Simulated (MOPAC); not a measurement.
Job for MOPAC: PM7 on FGeH3 (SMILES [F][GeH3]), a point of a bond scan (R = 2.302 Å).

```
PM7 1SCF PRECISE CHARGE=0 THREADS=1
FGeH3

Ge    -0.30048691 1     0.12261230 1    -0.05789716 1
F      1.29808634 1    -0.52967815 1     0.25011245 1
H     -1.26342374 1    -1.25883841 1    -1.62690053 1
H     -0.08538108 1     1.54898424 1    -0.58096857 1
H     -1.03936991 1     0.09288033 1     1.28656520 1
```

Output:

```
*******************************************************************************
 **                                                                           **
 **                              MOPAC v23.2.5                                **
 **                                                                           **
 *******************************************************************************
 ** MOPAC's Digital Object Identifier: https://doi.org/10.5281/zenodo.6511958 **
 **                                                                           **
 ** Please cite the open-source release paper for use of this MOPAC version:  **
 ** J. E. Moussa and J. J. P. Stewart (2026)                                  **
 ** MOPAC: An open-source semiempirical molecular orbital program             **
 ** J. Open Source Softw., 11(119), 8025, https://doi.org/10.21105/joss.08025 **
 *******************************************************************************

                              PM7 CALCULATION RESULTS

 *******************************************************************************
 *  PM7        - The PM7 Hamiltonian to be used
 *
 *
 *
 *                 CHARGE ON SYSTEM = 0
 *
 *
 *
 *  PRECISE    - TIGHTER CRITERIA TO BE USED
 *  1SCF       - DO 1 SCF AND THEN STOP
 *  THREADS=1  - MULTI-THREADING NOT USED
 *  T=         - A TIME OF 172800.0 SECONDS REQUESTED
 *  DUMP=N     - RESTART FILE WRITTEN EVERY 7200.0 SECONDS REQUESTED
 *******************************************************************************
PM7 1SCF PRECISE CHARGE=0 THREADS=1
 FGeH3

   ATOM   CHEMICAL          X               Y               Z
  NUMBER   SYMBOL      (ANGSTROMS)     (ANGSTROMS)     (ANGSTROMS)

     1      Ge         -0.30048691  *   0.12261230  *  -0.05789716  *
     2       F          1.29808634  *  -0.52967815  *   0.25011245  *
     3       H         -1.26342374  *  -1.25883841  *  -1.62690053  *
     4       H         -0.08538108  *   1.54898424  *  -0.58096857  *
     5       H         -1.03936991  *   0.09288033  *   1.28656520  *



          CARTESIAN COORDINATES

    NO.       ATOM           X           Y           Z

     1        Ge         -0.3005      0.1226     -0.0579
     2         F          1.2981     -0.5297      0.2501
     3         H         -1.2634     -1.2588     -1.6269
     4         H         -0.0854      1.5490     -0.5810
     5         H         -1.0394      0.0929      1.2866

 General Reference for PM7:
 "Optimization of Parameters for Semiempirical Methods VI: More Modifications to the
 NDDO Approximations and Re-optimization of Parameters", J. J. P. Stewart, J. Mol. Mod., 1:32, 19 (2013)
 https://link.springer.com/article/10.1007/s00894-012-1667-x

           Empirical Formula: H3 Ge F  =     5 atoms



      MOLECULAR POINT GROUP   :   Cs


      RHF CALCULATION, NO. OF DOUBLY OCCUPIED LEVELS = 7


 -------------------------------------------------------------------------------
 PM7 1SCF PRECISE CHARGE=0 THREADS=1
 FGeH3



     1SCF WAS SPECIFIED, SO BFGS WAS NOT USED
     SCF FIELD WAS ACHIEVED


                              PM7 CALCULATION
                                                       MOPAC v23.2.5 Linux




          FINAL HEAT OF FORMATION =         22.46816 KCAL/MOL =      94.00678 KJ/MOL


          COSMO AREA              =         90.18 SQUARE ANGSTROMS
          COSMO VOLUME            =         75.22 CUBIC ANGSTROMS

          IONIZATION POTENTIAL    =          9.881815 EV
          HOMO LUMO ENERGIES (EV) =         -9.882 -0.734
          NO. OF FILLED LEVELS    =          7
          MOLECULAR WEIGHT        =         94.6121         POINT GROUP:  Cs

          MOLECULAR DIMENSIONS (Angstroms)

            Atom       Atom       Distance
            H     3    F     2     3.25825
            H     5    H     4     2.55304
            F     2    H     4     2.02073


          SCF CALCULATIONS        =          1





   ATOM   CHEMICAL          X               Y               Z
  NUMBER   SYMBOL      (ANGSTROMS)     (ANGSTROMS)     (ANGSTROMS)

     1      Ge         -0.30048691  *   0.12261230  *  -0.05789716  *
     2       F          1.29808634  *  -0.52967815  *   0.25011245  *
     3       H         -1.26342374  *  -1.25883841  *  -1.62690053  *
     4       H         -0.08538108  *   1.54898424  *  -0.58096857  *
     5       H         -1.03936991  *   0.09288033  *   1.28656520  *

                             CARTESIAN COORDINATES

   1   Ge       -0.300486910     0.122612300    -0.057897160
   2    F        1.298086340    -0.529678150     0.250112450
   3    H       -1.263423740    -1.258838410    -1.626900530
   4    H       -0.085381080     1.548984240    -0.580968570
   5    H       -1.039369910     0.092880330     1.286565200


           Empirical Formula: H3 Ge F  =     5 atoms



      MOLECULAR POINT GROUP   :   Cs


                  EIGENVALUES
 -37.35333 -16.90218 -14.45489 -14.23608 -12.62063 -11.48139  -9.88181  -0.73376
  -0.37659   1.49582   2.94748


              NET ATOMIC CHARGES AND DIPOLE CONTRIBUTIONS

  ATOM NO.   TYPE          CHARGE      No. of ELECS.   s-Pop       p-Pop
    1         Ge           0.088707        3.9113     1.12407     2.78722
    2          F          -0.490606        7.4906     1.95778     5.53282
    3          H           0.208083        0.7919     0.79192
    4          H           0.096908        0.9031     0.90309
    5          H           0.096908        0.9031     0.90309
 DIPOLE           X         Y         Z       TOTAL
 POINT-CHG.    -4.973     0.806    -1.912     5.389
 HYBRID         0.743    -0.121     0.285     0.805
 SUM           -4.230     0.685    -1.626     4.583


          ATOMIC ORBITAL ELECTRON POPULATIONS

     Atom    s        px        py        pz
    1 Ge   1.12407   0.66503   1.00697   1.11523
    2  F   1.95778   1.62761   1.93783   1.96738
    3  H   0.79192
    4  H   0.90309
    5  H   0.90309

 **********************
 *                    *
 * JOB ENDED NORMALLY *
 *                    *
 **********************




 == MOPAC DONE ==
```

The run finished.

Cost: around 0.04 core-seconds (rough).
